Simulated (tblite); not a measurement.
Compound: C8H14F2.
Numbering: `[F:1][CH:2]([F:3])[CH:4]1[CH2:5][CH2:6][CH2:7][CH2:8][CH2:9][CH2:10]1` (hydrogens: H11 on C2; H12 on C4; H13, H14 on C5; H15, H16 on C6; H17, H18 on C7; H19, H20 on C8; H21, H22 on C9; H23, H24 on C10)

Cartesian coordinates in Å at the GFN2-xTB level; atoms count from 1:
```
atom  x, y, z in Å
F1     3.2640    0.8364   -0.8356
C2     2.5893   -0.2689   -0.4277
F3     3.0811   -0.5730    0.7991
C4     1.0843   -0.0128   -0.3880
C5     0.8067    1.1865    0.5306
C6    -0.6386    1.3133    1.0156
C7    -1.7033    1.0000   -0.0374
C8    -2.0849   -0.4797   -0.0692
C9    -1.0237   -1.4033   -0.6618
C10    0.3474   -1.2982    0.0054
H11    2.8699   -1.0915   -1.1053
H12    0.8075    0.2466   -1.4153
H13    1.0881    2.0923   -0.0109
H14    1.4540    1.1167    1.4078
H15   -0.7983    0.6595    1.8747
H16   -0.7718    2.3376    1.3694
H17   -1.3685    1.3267   -1.0227
H18   -2.6052    1.5678    0.2031
H19   -2.9996   -0.5959   -0.6557
H20   -2.3097   -0.8020    0.9504
H21   -1.3804   -2.4318   -0.5691
H22   -0.9141   -1.1930   -1.7287
H23    0.2479   -1.3566    1.0891
H24    0.9462   -2.1569   -0.3103
```

Calculated harmonic vibrations of the isolated species, GFN2-xTB (tblite), most abundant isotopes, no scaling. Against measured fundamentals such values can be off by several per cent, at times by over 20. One conformer, not necessarily the lowest.

Harmonic wavenumbers (cm⁻¹): 62.7, 74.6, 163.0, 173.4, 208.3, 248.8, 307.7, 336.9, 380.5, 412.7, 483.4, 507.4, 525.7, 669.0, 773.5, 841.6, 862.6, 869.7, 917.5, 928.4, 957.2, 974.7, 1027.7, 1030.9, 1066.1, 1072.4, 1105.9, 1117.2, 1151.9, 1170.1, 1189.8, 1202.9, 1222.5, 1247.8, 1250.8, 1266.2, 1272.6, 1289.6, 1294.4, 1327.4, 1346.1, 1352.0, 1361.4, 1364.0, 1372.5, 1377.5, 1482.7, 1486.7, 1490.6, 1492.8, 1498.8, 1511.1, 2875.9, 2939.0, 2957.0, 2961.1, 2964.9, 2966.7, 2970.5, 2978.7, 2980.3, 2984.1, 2988.8, 2994.6, 2999.0, 3012.7.

A = 2340, B = 820.1, C = 713.2 MHz; mass 148.106 u (most abundant isotopes); point group C1, symmetry number 1.

**Question.** Zero-point energy?

**Answer.** Half the sum of the wavenumbers: 45847 cm⁻¹ = 548.46 kJ/mol.

**Question.** Entropy at 400 K, 1 bar (ideal gas, RRHO, classical rotation)?

**Answer.** Translation 177.30, rotation 128.52, vibration 156.21: S = 462.0 J/(mol K).

**Question.** And Cp and H(400 K) − H(0)?

**Answer.** Cp = 221.25 J/(mol K), of which vibrations give 187.99 (their classical limit is 66 R = 548.8); H(400 K) − H(0) = 47.81 kJ/mol without the zero-point energy, 34.51 from vibrations.

**Question.** Blend soft modes into free rotors: weight 1/[1 + (100 cm⁻¹/ν̃)⁴] for the oscillator and the rest for a rotor with moment μB/(μ + B), μ = h/(8π²ν), B = 10⁻⁴⁴ kg m². What vibrational entropy results?

**Answer.** 147.25 J/(mol K) in place of 156.21, which changes −T·S at 400 K by +3.58 kJ/mol.

**Question.** What must be added to the electronic energy to get the Gibbs energy at 400 K and 1 bar?

**Answer.** ZPE + [H(400 K) − H(0)] − T·S = 548.46 + 47.81 − 184.81 = 411.46 kJ/mol.

**Question.** Which modes carry the vibrational entropy at 400 K?

**Answer.** 62.7 cm⁻¹: 20.71; 74.6 cm⁻¹: 19.28; 163.0 cm⁻¹: 12.87; 173.4 cm⁻¹: 12.37; 208.3 cm⁻¹: 10.91; 248.8 cm⁻¹: 9.51 J/(mol K); the other 60 give 70.55 together.

**Question.** How do the functions run with temperature in this model?

**Answer.** 
```
 T (K)  S (J/(mol K))  Cp (J/(mol K))  H − H(0) (kJ/mol)  G − H(0) (kJ/mol)  ln q(vib)
    50          245.5            49.8               1.97             -10.30       0.32
   100          287.1            72.7               5.03             -23.67       1.23
298.15          405.7           165.0              28.13             -92.81       5.83
373.15          447.2           206.6              42.07            -124.79       7.72
   500          516.9           271.5              72.51            -185.95      11.06
   750          646.1           364.6             152.91            -331.63      17.89
  1000          759.8           424.7             252.08            -507.68      24.61
```

q(vib) and H(0) count from the zero-point level.

Hindered rotation and anharmonicity are outside this model. Other conformers, if any are populated, would add a mixing term that is left out. The structure is chiral; the term R ln 2 for an equal mix with its mirror image is left out.

The run took 1.7 s of wall time on one thread, Arm Neoverse N1 (aarch64) (shared host). This covers the Hessian and the dipole derivatives.
